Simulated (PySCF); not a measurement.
## Relaxation of doublet [ReCl3]+

Method: UPBE0/[Re def2-SVP with ECP60, Cl def2-SVP], scalar-relativistic core potentials, density fitting, no spin–orbit coupling, PySCF. A (50,194) grid was used.

A start at or just off a symmetric point, pushed along the force that breaks its symmetry, of C2v symmetry, free to break it:

```xyz
4
charge 1 multiplicity 2, angstrom
Re   -0.0288    0.0000    0.0000
Cl    2.2042    0.0027    0.0001
Cl   -1.0273    1.8528    0.0000
Cl   -1.0227   -1.8553    0.0000
```

Problem. What does it relax to?

Solution. It ends at C2v with Re–Cl 2.140 Å (×2), Re–Cl 2.158 Å; Cl–Re–Cl 115.0° (×2), Cl–Re–Cl 130.1° (after a last refinement on a finer grid). A frequency run shows 1 imaginary mode, down to 69i cm⁻¹, so it is a saddle point. Other isomers or separated fragments may lie lower.

Problem. How much energy is released, and in how many steps?

Solution. 9.5 kJ/mol in 7 steps.

Open d and f shells are described by one determinant, and the ground state may have another occupation or spin. At this level a quartet minimum of D3h symmetry lies 92 kJ/mol below this structure. With an element this heavy the missing spin–orbit coupling can shift these numbers.
